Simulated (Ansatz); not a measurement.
`[AlH2][O][GaH2]` + `BO` → `B[O][GaH2]` + `[OH][AlH2]` at 400 K and 1 bar (ligand exchange at a Ga–O bond).

Program: Ansatz. Geometries: PBE0-D4/def2-TZVP. ΔE: electronic, gas phase. CCSD(T)/CBS adds triple-zeta CCSD(T) − MP2 to the extrapolated MP2 energy (def2 sets, frozen cores). This one scheme is used for every species. For Ga outer-core shells are correlated without core-valence functions, which leaves a few kJ/mol of doubt a bond. Scalar relativity is left out up to krypton.

```json
{"species": "`[AlH2][O][GaH2]`", "CCSD(T)/CBS energy (Eh)": "-2243.58748", "H − E (kJ/mol)": "109.3", "S (J/(mol·K))": "356.0"}
{"species": "`BO`", "CCSD(T)/CBS energy (Eh)": "-101.80414", "H − E (kJ/mol)": "108.2", "S (J/(mol·K))": "244.0"}
{"species": "`B[O][GaH2]`", "CCSD(T)/CBS energy (Eh)": "-2026.35181", "H − E (kJ/mol)": "125.7", "S (J/(mol·K))": "339.6"}
{"species": "`[OH][AlH2]`", "CCSD(T)/CBS energy (Eh)": "-319.03157", "H − E (kJ/mol)": "88.7", "S (J/(mol·K))": "271.1"}
```

H − E and S are ideal-gas, rigid-rotor, harmonic terms from PBE0-D4/def2-TZVP. 1 Eh = 2625.50 kJ/mol, R = 8.31446 J/(mol·K).

**Question.** By hand: ΔE, ΔH, ΔS and ΔG.

**Answer.** ΔE = (-2026.35181) + (-319.03157) − (-2243.58748) − (-101.80414) = 0.00824 Eh = 21.6 kJ/mol. Δ(H − E) = 125.7 + 88.7 − 109.3 − 108.2 = -3.1, so ΔH = 18.5 kJ/mol. ΔS = 339.6 + 271.1 − 356.0 − 244.0 = 10.7 J/(mol·K). ΔG = 18.5 − 400 × (10.7)/1000 = 14.2 kJ/mol.

**Question.** By hand: the equilibrium constant, and the temperature at which ΔG would vanish if ΔH and ΔS stayed fixed.

**Answer.** log₁₀ K = −ΔG/(RT ln 10) = -1.9. ΔG = 0 at ΔH/ΔS = 1729 K, though so small a ΔS makes that figure unsure.

The number of gas molecules stays the same, so ΔS is small and ΔH decides. A doubt of 5 kJ/mol in ΔE shifts log₁₀ K by 0.7 here. These are equilibria of isolated gas molecules and say nothing of rates. Largest T1 diagnostic: 0.016 (customary marks: 0.02 for closed shells, 0.045 for open ones).
